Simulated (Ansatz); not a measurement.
Question: Name a neutral molecule of B, C, S and H with ideal-gas entropy at 298 K and 1 bar (rigid rotor, harmonic PBE0-D4/def2-TZVP) between 336 and 352 J/(mol·K) and HOMO–LUMO gap (PBE/def2-TZVPP) between 5.10 and 5.40 eV (Ansatz, PBE0-D4/def2-TZVP geometry).

Answer: `C[BH-](C)[SH2+]` (338 J/(mol·K), 5.37 eV). Other molecules can fit too; these were computed, each in one conformer that needn't be the lowest.
